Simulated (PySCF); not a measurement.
# Co(2+): interval between two levels

Co(2+) [Ar] 3d7 [4F9/2, M_J = 9/2] → Co(2+) [Ar] 3d6 4s1 [6D9/2, M_J = 9/2], as a difference of total energies. Computed with PySCF 2.14 in x2c-TZVPall-2c (6s7p4d1f, 54 functions), with the two-component X2C-1e Hamiltonian. Correlated levels: [Ne] frozen; the 6 highest virtual spinors dropped. "Screened" scales the spin-orbit matrix elements by Boettger's factors to mimic the two-electron term; Breit and QED terms are absent.

```json
{"method": "GHF (spin-free)", "interval between two levels (cm⁻¹)": "35533"}
{"method": "GMP2 (spin-free)", "interval between two levels (cm⁻¹)": "46314"}
{"method": "GHF (screened spin-orbit)", "interval between two levels (cm⁻¹)": "35739"}
{"method": "GMP2 (screened spin-orbit)", "interval between two levels (cm⁻¹)": "46527"}
```

The labels give the starting determinants; with spin-orbit coupling the two ends relaxed to ⟨J²⟩ = 24.76, ⟨L²⟩ = 12.02, ⟨S²⟩ = 3.75 and ⟨J²⟩ = 24.76, ⟨L²⟩ = 6.01, ⟨S²⟩ = 8.75.
